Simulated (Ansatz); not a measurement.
BAs2. The state is a doublet with charge 0. Geometry PBE-D4/def2-TZVP; atoms count from 1.

```xyz
3

B     0.465   -0.159    0.576
As    0.877    0.696   -1.013
As   -1.341   -0.538    0.437
```

The structure comes from a short search, and lower isomers may exist.

Q: Estimate the Mulliken populations from the PBE0/def2-TZVP orbitals of Ansatz.

A: 
| atom | charge (e) | spin (α − β) |
| --- | --- | --- |
| B1 | -0.08 | -0.32 |
| As2 | 0.04 | 0.66 |
| As3 | 0.04 | 0.66 |
Mulliken values and Mayer orders depend strongly on the basis.

Q: Where does the spin sit?

A: Summed by element: B -0.32, As 1.32, of 1 unpaired in all. Largest on single atoms: As2 0.66, As3 0.66, B1 -0.32.

Q: And the Mayer bond orders between bonded heavy atoms (over 0.3)?

A: B1–As2 1.79 (1.85 Å); B1–As3 1.79 (1.85 Å). Values over 0.3 also appear between atoms too far apart for a bond (As2–As3 0.79 at 2.92 Å); they arise where an orbital or an unpaired electron spreads over both atoms.
